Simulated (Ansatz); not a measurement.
Abridged output of a molecular run in Ansatz:

```
Functional definition: HF
2093 factors; integrals over basis functions are off by at most 1.1e-3 eV
mean field evaluation 1: about -25034.6610 eV, gradient 6.7e1 eV
mean field evaluation 2: about -25035.0534 eV, gradient 6.8e1 eV
mean field evaluation 4: about -25043.1967 eV, gradient 4.5e0 eV
mean field evaluation 8: about -25043.2942 eV, gradient 2.5e-1 eV
mean field -25043.29447668 eV, -920.3240970633 hartree, gradient 2.8e-6 eV, S^2 0.000000; 0 other end points of the search recorded, 0 dependent functions left out
15 core orbitals not correlated: weight in the atoms' cores, before any rotation towards them, 1.000 or more for the frozen orbitals, at most 0.000 for the correlated occupied ones
reference -25043.29447668 eV, -920.3240970633 hartree; 22, 22 occupied and 314, 314 virtual orbitals, 2093 factors
second order -37.23322069 eV of doubles, -0.00000000 eV of singles
cycle   1  -37.32417993 eV  change   -9.1e-2 eV  update   1.2e-1
cycle   2  -38.12777380 eV  change   -8.0e-1 eV  update   3.4e-2
cycle   3  -38.30578037 eV  change   -1.8e-1 eV  update   1.7e-2
cycle   4  -38.28385905 eV  change    2.2e-2 eV  update   3.4e-3
cycle   5  -38.28291814 eV  change    9.4e-4 eV  update   1.6e-3
cycle   6  -38.28390069 eV  change   -9.8e-4 eV  update   4.2e-4
cycle   7  -38.28364552 eV  change    2.6e-4 eV  update   1.6e-4
cycle   8  -38.28356109 eV  change    8.4e-5 eV  update   4.4e-5
cycle   9  -38.28356662 eV  change   -5.5e-6 eV  update   1.6e-5
perturbative correction -1.35467733 eV, -0.0497834735 hartree
Total energy: -25082.93272062 eV, -921.7807756605 hartree
```

Its atoms:

```xyz
15

C    -0.8693   -1.3722   -2.1472
Si   -0.2489   -1.0883   -0.4316
O     1.3468   -1.4563   -0.3844
O    -0.4567    0.4992   -0.0200
Si    0.2504    1.5585    0.9746
O     1.6565    0.8666    1.4712
O    -0.5989    1.8573    2.3391
H    -0.7294   -2.4170   -2.4355
H    -0.3293   -0.7451   -2.8604
H    -1.9346   -1.1393   -2.2165
H    -1.0099   -1.8922    0.5613
H     1.8417   -1.0209    0.3176
H     0.4727    2.8144    0.2300
H     1.9991    1.1419    2.3229
H    -1.3901    2.3934    2.2788
```

Question: Which basis set was used?
A. def2-TZVPP
B. cc-pV(Q+d)Z
C. cc-pV(D+d)Z
D. def2-QZVPP

Answer: A. It gives 351 functions.

Question: Write the keys of the input that set method, charge and spin (a neutral closed shell needs none for the last two).

Answer: 
```yaml
correlation: {method: ccsd_t}
```
